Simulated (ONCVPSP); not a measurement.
# What one change does to a pseudopotential (indium (In), ONCV)

| Property | Result |
| --- | --- |
| Element | indium |
| Generator | ONCVPSP 4.0.1 |
| Type | optimised norm-conserving Vanderbilt (ONCV) |
| Functional | PBE |
| Relativity | scalar-relativistic |
| Frozen core | [Ar] 3d10 |
| Valence charge | 21 |
| Reference configuration | 4s2 4p6 4d10 5s2 (charge +1) |
| Partial waves | 4s+5s: rc 1.40 bohr, ncon 4, nbas 7, qcut 7.3 1/bohr, 2 projectors; 4p: rc 1.00 bohr, ncon 5, nbas 8, qcut 6.6 1/bohr, 2 projectors, debl 2.5 Ha; 4d: rc 1.00 bohr, ncon 4, nbas 9, qcut 8.7 1/bohr, local |
| Local potential | the d channel |
| Core correction | polynomial model core, fcfact 0.2 |

In the p channel the program set the typed energies aside and used -3.146, 0.250 Ha.

All-electron outer shells of the reference configuration (PBE, scalar-relativistic, ld1.x):

| shell | level (eV) | outermost node (bohr) | outermost maximum (bohr) |
| --- | --- | --- | --- |
| 3d | -440.17 | – | 0.26 |
| 4s | -127.12 | 0.41 | 0.77 |
| 4p | -85.60 | 0.42 | 0.82 |
| 4d | -26.07 | 0.40 | 0.94 |
| 5s | -14.92 | 1.02 | 2.11 |

Change: d: rc 0.76.

Cutoffs: the cutoffs (Ha) at which the residual kinetic energy of the hardest occupied pseudo-wave falls to 1 and 0.1 mHa per electron; they do not see the model core or the augmentation charge, which bear on the density cutoff. Errors are all-electron minus pseudo energies relative to the spin-unpolarised reference configuration.

Task: How do hardness, ghosts and transferability respond?

Result: The potential gets harder (173 Ha and 208 Ha → 496 Ha and 571 Ha); a bound ghost appears in s, which as a rule spoils a file; the errors of the 4 common tests hardly move. A smaller radius makes the pseudo-wave follow the all-electron one further in, where it bends more sharply, so more plane waves are needed.

| quantity | base | changed |
| --- | --- | --- |
| cutoff, loose | 173 Ha | 496 Ha |
| cutoff, tight | 208 Ha | 571 Ha |
| loose cutoff by channel | s 23 Ha, p 173 Ha, d 42 Ha | s 23 Ha, p 173 Ha, d 496 Ha |
| bound ghosts | none | s |
| GHOST(+) flags under 300 eV | none | none |
| error for 4s2 4p6 4d10 5s2 5p1, meV [ΔE -5.36 eV] | +1.0 | +1.1 |
| error for 4s2 4p6 4d10 5s1, meV [ΔE 19.24 eV] | -4.8 | -4.6 |
| error for 4s2 4p6 4d10 5s0, meV [ΔE 47.56 eV] | -17 | -16 |
| error for 4s2 4p6 4d10 5s1 5p2, meV [ΔE 0.48 eV] | -0.9 | -0.8 |
| s: phases at 1.42 bohr within 0.05 rad from the reference energy up to (Ha; the scan ends near 5) | to the end of the scan | to the end of the scan |
| p: phases at 1.02 bohr within 0.05 rad from the reference energy up to (Ha; the scan ends near 5) | to the end of the scan | to the end of the scan |
| rms error of d²Exc/dni dnj with the model core, mHa | 1.80 | 1.72 |

 A true bound ghost makes a file unfit for plane-wave use even where its test errors are small: the radial tests pick states by their node count and pass the ghost by.
